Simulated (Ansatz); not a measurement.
Species: GaOH3, charge 0, singlet. GaOH3 (SMILES [OH][GaH2]).
B3LYP-D3(BJ)/def2-TZVP minimum from Ansatz (a first-principles code):
```
Ga
O 1 1.7992
H 2 0.9620 1 114.49
H 1 1.5562 2 113.41 3 -180.00
H 1 1.5656 4 129.14 2 -180.00
```

Total energies in cc-pVTZ, 12 correlated electrons, 15 frozen orbitals. UHF or UKS for unpaired electrons; spin-orbit terms are left out. Cores are frozen in correlated methods (noble-gas shells, and filled d and f shells in the p block). No relativity.

| method | program | energy (Eh) | minus CCSDT(Q) (mEh) |
|---|---|---|---|
| HF | Ansatz | -1999.93988 | 361.81 |
| MP2 | Ansatz | -2000.27451 | 27.18 |
| CCSD | Ansatz | -2000.28960 | 12.09 |
| CCSD(T) | Ansatz | -2000.30076 | 0.93 |
| CCSDT(Q) | Ansatz | -2000.30169 | 0.00 |

Rough core times of Ansatz's runs on a shared machine: CCSD(T) under 20 s, CCSDT(Q) 5 min.
